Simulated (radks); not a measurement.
The numbers below are computed, except where a source is named.
Spin polarisation of the 4f7 shell in neutral gadolinium. Start: [Xe] 4f(up 3.5, down 3.5) 5d(up 0.5, down 0.5) 6s2; electrons of 4f are moved from spin down to spin up, other shells keep equal spins. Level of theory: non-relativistic Kohn-Sham, r2SCAN, spin-polarised, spherical densities, point nucleus; meta-GGA in the generalised Kohn-Sham scheme (a radial shooting solver on a logarithmic mesh with Libxc functionals).

moment (Bohr magnetons)  E - E(0) (eV)  e(4f up) (eV)  e(4f down) (eV)  5d down minus up (eV)  6s down minus up (eV)
0                                0.000        -13.051          -13.051                  0.000                 0.000
1                               -0.271        -13.573          -12.490                  0.111                  0.037
2                               -1.083        -14.057          -11.891                  0.223                  0.075
3                               -2.436        -14.501          -11.253                  0.336                  0.112
4                               -4.331        -14.905          -10.575                  0.451                  0.150
5                               -6.766        -15.266           -9.856                  0.568                  0.189
6                               -9.741        -15.583           -9.093                  0.688                  0.227
7                              -13.255        -15.851           -8.285                  0.810                  0.266

At moment 7 the spin-polarisation energy is -13.255 eV and the 4f exchange splitting 7.566 eV, that is 1.081 eV per Bohr magneton; E = -I m^2/4 would give I = 1.082 eV.
